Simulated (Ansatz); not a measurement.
C₂H₉NSi₂ (`N=CC[SiH2][SiH3]`), relaxed with RKS PBE0-D4/def2-TZVP in the Gaussian-basis code of Ansatz from a PBE-D4/def2-SVP geometry. The force threshold is 0.005 eV/Å; the program also tests the step.

The species carries charge 0 and has multiplicity 1.

Start:

```xyz
14

N     1.976   -1.083    0.838
C     1.820   -0.105    0.025
C     0.884   -0.004   -1.147
Si   -0.727    0.925   -0.659
Si   -1.741   -0.187    1.153
H     1.367   -1.878    0.555
H     2.419    0.812    0.227
H     0.590   -1.012   -1.513
H     1.348    0.554   -1.988
H    -0.392    2.344   -0.280
H    -1.651    0.959   -1.849
H    -0.893   -0.063    2.388
H    -1.896   -1.649    0.820
H    -3.105    0.387    1.431
```

**Question.** How much energy does the relaxation release, and in how many steps? (Best estimate.)

**Answer.** The calculation gave: 5.56 kJ/mol, in 11 steps, 1 of them rejected.

**Question.** Which bonds change most? (An estimate is asked.)

**Answer.** Computed: C3–Si4 from 1.923 to 1.899 Å; C2–H7 from 1.115 to 1.095 Å; Si5–H13 from 1.508 to 1.489 Å; Si5–H12 from 1.504 to 1.486 Å.

**Question.** Give the relaxed structure. (Estimate.)

**Answer.** The calculation gave: 
```xyz
14

N     2.039   -1.081    0.775
C     1.826   -0.099    0.006
C     0.868   -0.017   -1.132
Si   -0.713    0.908   -0.630
Si   -1.771   -0.174    1.155
H     1.473   -1.888    0.500
H     2.386    0.819    0.216
H     0.585   -1.016   -1.478
H     1.312    0.527   -1.973
H    -0.362    2.304   -0.245
H    -1.621    0.969   -1.810
H    -0.983   -0.028    2.406
H    -1.914   -1.624    0.845
H    -3.126    0.401    1.365
```
